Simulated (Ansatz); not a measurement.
```yaml
atoms:
  - { symbol: N, position_ang: [-0.0034, 0.0041, -1.2027] }
  - { symbol: N, position_ang: [0.0081, 0.0032, -0.0634] }
  - { symbol: O, position_ang: [0.0076, 0.0061, 1.1025] }
```

Basis set: STO-3G (spherical functions). Left uncorrelated: 3 orbitals. Charge 0, multiplicity 1.

Computed with Ansatz (development build ahead of 0.2.0); each method stands on the lowest determinant of its kind that the runs found. Restricted open shells among the atoms or ions are ROHF, correlated in semicanonical orbitals with singles.

The atomization energy at this shape (free ground-state atoms in the same class of orbitals less the molecule, no zero-point energy) of singlet N2O:

```tsv
method	atomization energy
RHF	-142.1 kJ/mol
```

(1) What does RHF-MP2 give?

Answers

(1) 502.6 kJ/mol. Caution for RHF: the molecule lies well above its atoms at this level.

This basis has no polarisation functions and is too small for such energies, which can lie far from measured ones in either direction.
